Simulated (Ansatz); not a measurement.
Geometry optimisation, RKS PBE/6-31G* in Ansatz 0.2.0.

input.yaml

```yaml
crystal:
  periodic: [false, false, false]
  atoms:
    - { symbol: B, position_ang: [0.017168, 0.677537, -0.343581] }
    - { symbol: H, position_ang: [0.065552, -0.332204, 1.83618] }
    - { symbol: "N", position_ang: [1.264117, 0.070441, -0.664523] }
    - { symbol: H, position_ang: [1.318288, -0.798104, -1.189688] }
    - { symbol: H, position_ang: [2.174045, 0.395294, -0.344643] }
    - { symbol: C, position_ang: [-1.349152, 0.047577, -0.850607] }
    - { symbol: H, position_ang: [-1.46062, -1.011318, -0.55393] }
    - { symbol: H, position_ang: [-2.217584, 0.602178, -0.459296] }
    - { symbol: H, position_ang: [-1.412342, 0.071622, -1.954694] }
    - { symbol: O, position_ang: [-0.05884, 1.872002, 0.383513] }
    - { symbol: H, position_ang: [0.825674, 2.200114, 0.629342] }
    - { symbol: H, position_ang: [-0.133907, 0.335462, 1.984227] }
basis:
  gaussian: { orbitals: "6-31G*" }
hamiltonian:
  xc: pbe
relax:
  f_tol: 0.03
  max_steps: 50
```

Command:

```bash
$ ansatz run input.yaml --threads 1 --pin off --max-ram 2048MiB --backend cpu --events-out ev --progress --plain --runs-dir out
```

Question: Where does it end, and by what steps?

Answer: The run converged. The force dipped under the threshold on the way, but the program's further checks kept it going. After 31 steps the energy has fallen by 0.273 eV; H2 moved furthest, 1.96 Å.

```
step  energy less start (eV)  largest force component (eV/Å)  accepted
   0                  0.0000                           1.622       yes
   2                 -0.1843                           0.166       yes
   4                 -0.2192                           0.083       yes
   6                 -0.2159                           0.875        no
   8                 -0.2356                           0.290       yes
  10                 -0.2485                           0.215       yes
  12                 -0.2532                           0.226       yes
  14                 -0.2583                           0.052       yes
  16                 -0.2599                           0.174       yes
  18                 -0.2626                           0.066       yes
  20                 -0.2658                           0.129       yes
  22                 -0.2676                           0.241        no
  24                 -0.2687                           0.014       yes
  26                 -0.2705                           0.147       yes
  28                 -0.2723                           0.019       yes
  30                 -0.2729                           0.093       yes
  31                 -0.2735                           0.027       yes
```

```xyz
12
Properties=species:S:1:pos:R:3
B 0.101 0.530 -0.560
H -0.339 0.125 3.695
N 1.291 0.338 -1.315
H 1.281 -0.133 -2.215
H 2.221 0.642 -1.035
C -1.302 0.010 -1.082
H -1.720 -0.743 -0.388
H -2.037 0.836 -1.117
H -1.261 -0.447 -2.087
O 0.113 1.179 0.673
H 1.012 1.460 0.931
H -0.329 0.336 2.972
```

Whether the end is a true minimum wasn't checked by a vibrational analysis.

Time of the run: 89 s on 1 thread of Arm Neoverse V1, on a shared host, peak memory 0.14 GiB.
